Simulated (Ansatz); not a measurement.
Abridged output of a molecular run in Ansatz:

```
Functional definition: HF
1472 factors; integrals over basis functions are off by at most 1.1e-3 eV
mean field evaluation 1: about -36277.8423 eV, gradient 3.8e1 eV
mean field evaluation 2: about -36277.8533 eV, gradient 3.8e1 eV
mean field evaluation 4: about -36281.8487 eV, gradient 4.2e0 eV
mean field evaluation 8: about -36281.9048 eV, gradient 1.7e-4 eV
mean field -36281.90479987 eV, -1333.3354086368 hartree, gradient 3.4e-6 eV, S^2 0.000000; 0 other end points of the search recorded, 0 dependent functions left out
19 core orbitals not correlated: weight in the atoms' cores, before any rotation towards them, 1.000 or more for the frozen orbitals, at most 0.000 for the correlated occupied ones
reference -36281.90479987 eV, -1333.3354086368 hartree; 21, 21 occupied and 110, 110 virtual orbitals, 1472 factors
second order -25.03598906 eV of doubles, -0.00000000 eV of singles
cycle   1  -26.37129889 eV  change    -1.3e0 eV  update   1.0e-1
cycle   2  -26.94986208 eV  change   -5.8e-1 eV  update   2.9e-2
cycle   3  -27.06109508 eV  change   -1.1e-1 eV  update   1.4e-2
cycle   4  -27.05939024 eV  change    1.7e-3 eV  update   3.7e-3
cycle   5  -27.05881410 eV  change    5.8e-4 eV  update   1.7e-3
cycle   6  -27.05863887 eV  change    1.8e-4 eV  update   6.0e-4
cycle   7  -27.05845250 eV  change    1.9e-4 eV  update   2.1e-4
cycle   8  -27.05848310 eV  change   -3.1e-5 eV  update   6.0e-5
cycle   9  -27.05848687 eV  change   -3.8e-6 eV  update   1.7e-5
perturbative correction -0.72195247 eV, -0.0265312637 hartree
Total energy: -36309.68523920 eV, -1334.3563209522 hartree
```

Its atoms:

Z-matrix (Å, degrees):
```
C
C 1 1.521
H 1 1.093 2 111.2
H 1 1.092 2 110.8 3 120.8
H 1 1.095 2 110.4 3 -119.6
C 2 1.522 1 111.3 3 57.4
N 2 1.456 1 111.1 3 -178.2
H 2 1.096 1 108.1 3 -61.2
H 6 1.095 2 110.4 1 62.3
H 6 1.092 2 110.8 1 -178.1
H 6 1.093 2 111.2 1 -57.3
Al 7 1.748 2 128.9 1 118.2
H 7 1.011 2 111.9 1 -61.9
Cl 12 2.084 7 120.0 2 -0.1
Cl 12 2.084 7 120.1 2 179.9
```

**Question.** Which basis set was used?
A. def2-TZVPPD
B. def2-QZVPP
C. def2-SVP
D. cc-pV(Q+d)Z

**Answer.** C. It gives 150 functions.

**Question.** Write the keys of the input that set method, charge and spin (a neutral closed shell needs none for the last two).

**Answer.** 
```yaml
correlation: {method: ccsd_t}
```
